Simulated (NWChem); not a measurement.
# sulfuric acid (H₂SO₄); SMILES O=S(=O)(O)O

```xyz
7

O      0.8219     0.9514     0.8070
S     -0.1913    -0.0002    -0.0011
O     -0.8532     0.7882    -1.0038
O     -0.8621    -0.7892     0.9952
O      0.8306    -0.9507    -0.7993
H      1.0828     1.6826     0.2249
H      1.0866    -1.6817    -0.2147
```
Atoms are numbered in this order, from 1.

All runs: NWChem. Pople sets run with spherical d functions. The geometry was optimised at PBE0/def2-SVP. GIAO values for the isolated, static molecule; σ is the absolute isotropic shielding, δ = σ(reference) − σ with the isolated reference molecule computed at the same levels (1H: tetramethylsilane, 17O: water).

For level B3LYP/6-311G**:

```yaml
"δ O1 (ppm)": 222.2
"σ S2 (ppm)": 159.5
"δ O3 (ppm)": 237.7
```

**Question.** What are these values for level B3LYP/6-31G*?

**Answer.** 
* **δ O1 (ppm)**: 183.8
* **σ S2 (ppm)**: 251.8
* **δ O3 (ppm)**: 188.6
